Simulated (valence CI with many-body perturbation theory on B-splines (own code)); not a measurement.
Values are calculated unless marked as measured or tabulated.
**Nd⁴⁶⁺: magnetic and hyperfine properties of the levels**

Method: valence CI with perturbative core correlation (CI+MBPT): four valence electrons over a frozen Dirac-Fock core [Ne], radial functions for each j: 11 s, 11 p, 10 d, 8 f, 5 g, 2 h, with the one-electron correlation potential Σ1 (screened to all orders), the two-electron term Σ2, the three-electron term Σ3, Breit, model QED; selected single and double excitations, second order for the rest, scaled by the run's own slope (own B-spline code, finite nucleus).

The last digits are not significant, and no measured levels were compared; by estimate large intervals hold to a few tenths of a per cent, small ones and those within an open d or f shell to about a per cent. Among the levels kept, up to 590 cm⁻¹ of a level comes from second order outside the variational space, and about a tenth of that is noise between levels of different J, which matters for small intervals.

A/g_I is the dipole constant over the nuclear g factor μ/I (μ in nuclear magnetons, uniformly magnetised nucleus), B/Q the quadrupole constant per barn. Both hold the static response of the core; the bare values leave it out. Large factors of s and p1/2 electrons are usually good to 5 to 10 %; those of open d and f shells near neutrality can be off by tens of per cent, and small factors of p3/2, d and f electrons come from cancelling terms and can be off by a factor of two or in sign, in half-filled shells by more. B is blank for J = 1/2, where it vanishes, and for nearly pure S terms. Energies count from the lowest level. Levels with J = 0 are left out.

Levels are named by their leading jj configuration (3d3/2^4 stands for four electrons in 3d with j = 3/2), which in mixed levels can hold well under half, so a name can repeat and another be missing. Letters in brackets count levels of one name in rising energy.

| Level | E (Ry) | g | A/g_I (MHz) | A/g_I bare | B/Q (MHz/b) | B/Q bare |
| --- | --- | --- | --- | --- | --- | --- |
| (3s^2 3p1/2 3p3/2) J=1 | 9.155 | 1.494 | -50400 | -46800 | 99400 | 97800 |
| (3s^2 3p1/2 3p3/2) J=2 | 9.693 | 1.178 | 256000 | 252000 | 171000 | 168000 |
| (3s 3p1/2^2 3p3/2) J=2 | 18.013 | 1.576 | 608000 | 596000 | 171000 | 168000 |
| (3s^2 3p3/2^2) J=2 | 19.239 | 1.305 | 106000 | 106000 | 27700 | 27300 |
| (3s 3p1/2^2 3p3/2) J=1 | 19.660 | 1.006 | -373000 | -361000 | 123000 | 121000 |
| (3s^2 3p1/2 3d3/2) J=2 | 21.549 | 0.761 | 218000 | 215000 | 36600 | 37800 |
| (3s^2 3p1/2 3d3/2) J=1 | 23.857 | 0.882 | -160000 | -153000 | 25500 | 25800 |
| (3s^2 3p1/2 3d5/2) J=2 | 24.545 | 1.349 | 9870 | 12100 | 10200 | 11400 |
| (3s^2 3p1/2 3d5/2) J=3 | 24.704 | 1.130 | 160000 | 158000 | 11700 | 13600 |
| (3s 3p1/2 3p3/2^2) J=2 [a] | 27.186 | 1.441 | 330000 | 325000 | 88700 | 87500 |
| (3s 3p1/2 3p3/2^2) J=3 | 27.959 | 1.296 | 508000 | 498000 | 29400 | 29100 |
| (3s 3p1/2 3p3/2^2) J=1 [a] | 29.324 | 1.263 | 534000 | 523000 | -152000 | -150000 |
| (3s 3p1/2 3p3/2^2) J=2 [b] | 29.491 | 1.093 | 75600 | 76200 | -19600 | -19100 |
| (3s 3p1/2 3p3/2^2) J=1 [b] | 30.076 | 1.370 | 260000 | 257000 | 87200 | 85900 |
| (3s 3p1/2^2 3d3/2) J=1 | 30.605 | 0.396 | -470000 | -456000 | 15000 | 15600 |
| (3s 3p1/2^2 3d3/2) J=2 | 30.972 | 1.164 | 539000 | 528000 | 30200 | 31200 |
| (3s^2 3p3/2 3d3/2) J=3 | 32.857 | 1.119 | 95400 | 95700 | 184000 | 183000 |
| (3s^2 3p3/2 3d3/2) J=2 | 32.898 | 1.060 | 34200 | 35900 | -22000 | -21600 |
| (3s^2 3p3/2 3d3/2) J=1 | 32.958 | 1.135 | 115000 | 115000 | -91300 | -90500 |
| (3s 3p1/2^2 3d5/2) J=3 | 33.526 | 1.366 | 372000 | 366000 | 28900 | 30500 |
| (3s^2 3p3/2 3d5/2) J=4 | 33.654 | 1.243 | 52700 | 53600 | 244000 | 242000 |
| (3s^2 3p3/2 3d5/2) J=2 | 33.942 | 1.274 | 83400 | 83800 | -133000 | -131000 |
| (3s 3p1/2^2 3d5/2) J=2 | 34.288 | 1.030 | -276000 | -266000 | -8.11 | 1810 |
| (3s^2 3p3/2 3d5/2) J=3 | 35.669 | 1.172 | 63400 | 63800 | 27500 | 28700 |
| (3s^2 3p3/2 3d5/2) J=1 | 36.110 | 1.095 | -23500 | -20700 | 28600 | 28700 |
| (3s 3p1/2 3p3/2 3d3/2) J=2 [a] | 38.165 | 1.176 | 136000 | 135000 | 25900 | 25700 |
| (3s 3p1/2 3p3/2 3d3/2) J=1 [a] | 38.843 | 1.184 | 266000 | 263000 | -93800 | -92900 |
| (3s 3p3/2^3) J=2 | 38.869 | 1.383 | 593000 | 580000 | -191000 | -188000 |
| (3s 3p1/2 3p3/2 3d3/2) J=3 [a] | 39.108 | 1.160 | 347000 | 341000 | 25800 | 25900 |
| (3s 3p1/2 3p3/2 3d3/2) J=2 [b] | 39.159 | 1.175 | 203000 | 201000 | -40800 | -40300 |
| (3s 3p1/2 3p3/2 3d3/2) J=4 | 39.960 | 1.203 | 405000 | 398000 | 122000 | 121000 |
| (3s 3p3/2^3) J=1 | 40.578 | 1.194 | -409000 | -395000 | -62500 | -61500 |
| (3s 3p1/2 3p3/2 3d3/2) J=2 [c] | 40.785 | 0.897 | 194000 | 191000 | -60300 | -58900 |
| (3s 3p1/2 3p3/2 3d5/2) J=4 [a] | 40.881 | 1.393 | 235000 | 233000 | 238000 | 236000 |

**Question.** Take the isotope of mass number 143, with I = 7/2, μ = -1.065 μN and Q = -0.61 b. What is the hyperfine structure of (3s 3p1/2^2 3p3/2) J=1?

**Answer.** From the table A = 113000 MHz, B = -74800 MHz. Shifts from the centre of gravity in MHz: F = 5/2: -549000, F = 7/2: -59600, F = 9/2: 377000.
